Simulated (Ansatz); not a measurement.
Reaction (redistribution): `CC(C)[O][Zr]([OH])([OH])[Cl]` + `[Cl][In]([Cl])[Br]` → `[OH][Zr]([OH])([Cl])[Br]` + `CC(C)[O][In]([Cl])[Cl]`

Computed with Ansatz on PBE0-D4/def2-TZVP structures; ΔE is electronic, products minus reactants. CCSD(T)/CBS adds triple-zeta CCSD(T) − MP2 to the extrapolated MP2 energy (def2 sets, frozen cores). DFT in def2-TZVPP. B3LYP here is the variant with VWN-RPA as its local correlation; programs differ in this. def2 core potentials past Kr. For Br, In, Zr outer-core shells are correlated without core-valence functions, which leaves a few kJ/mol of doubt a bond. Scalar relativity is left out up to krypton. Each species was taken in one conformer, which may not be the lowest.

`CC(C)[O][Zr]([OH])([OH])[Cl]`:

Cartesian coordinates in Å:
```
C -2.006 0.081 -0.177
C -0.821 0.761 0.478
C -0.560 2.143 -0.087
O 0.328 -0.031 0.319
Zr 1.781 -1.175 -0.110
O 1.163 -2.593 -1.241
O 2.548 -1.879 1.501
Cl 3.407 0.125 -1.274
H -2.917 0.664 -0.023
H -2.159 -0.915 0.243
H -1.838 -0.019 -1.252
H -1.010 0.848 1.557
H 0.310 2.596 0.392
H -0.367 2.082 -1.161
H -1.423 2.793 0.074
H 0.839 -3.388 -1.651
H 2.725 -2.091 2.412
```

`[Cl][In]([Cl])[Br]`:

```xyz
4

Cl   -0.913    2.111    0.188
In   -0.003    0.013   -0.018
Cl    0.587   -0.734   -2.108
Br    0.330   -1.390    1.938
```

`[OH][Zr]([OH])([Cl])[Br]`:

Cartesian coordinates in Å:
```
O -0.014 1.680 -0.226
Zr -0.096 -0.207 -0.334
O 0.229 -0.987 1.360
Cl -2.246 -0.836 -1.063
Br 1.654 -1.012 -1.955
H 0.061 2.612 -0.040
H 0.412 -1.249 2.257
```

`CC(C)[O][In]([Cl])[Cl]`:

Z-matrix (Å, degrees):
```
C
C 1 1.516
H 1 1.096 2 110.6
H 1 1.093 2 111.2 3 -119.2
H 1 1.092 2 110.4 3 120.5
C 2 1.516 1 112.3 3 58.6
O 2 1.417 1 111.5 3 -67.3
H 2 1.099 1 108.5 3 178.5
H 6 1.092 2 110.4 1 -179.2
H 6 1.096 2 110.6 1 -58.7
H 6 1.093 2 111.2 1 60.5
In 7 1.960 2 122.9 1 63.1
Cl 12 2.312 7 125.6 2 0.2
Cl 12 2.298 7 116.7 2 -179.9
```

Is it downhill or uphill in electronic energy at CCSD(T)/CBS, and by how much? (Best estimate.)

The calculation gave: Uphill: ΔE = +0.76 eV.

What do these levels give: PBE-D4, r2SCAN-D4, B3LYP-D4, ωB97M-V, PBE0, B3LYP, HF/def2-TZVPP, CCSD/def2-TZVPP, HF/def2-QZVPP, MP2/def2-QZVPP, MP2/CBS(def2), CCSD/CBS(def2)? (An estimate is asked.)

The calculation gave: PBE-D4 0.75, r2SCAN-D4 0.76, B3LYP-D4 0.84, ωB97M-V 0.83, PBE0 0.84, B3LYP 0.89, HF/def2-TZVPP 1.04, CCSD/def2-TZVPP 0.83, HF/def2-QZVPP 1.03, MP2/def2-QZVPP 0.76, MP2/CBS(def2) 0.75, CCSD/CBS(def2) 0.82 eV.

Largest T1 diagnostic among the species: 0.015.

The D4 term adds −0.05 eV with B3LYP and −0.02 eV with PBE0; it sums over pairs of atoms, weighted by their polarisabilities, and B3LYP, whose exchange is more repulsive, gets the larger term. In def2-TZVPP, CCSD(T) changes the Hartree–Fock value by −0.26 eV (the triples alone add −0.06 eV) and MP2 by −0.27 eV. From PBE to PBE0 (25 % exact exchange), in def2-TZVPP and without D4, ΔE moves by +0.07 eV.
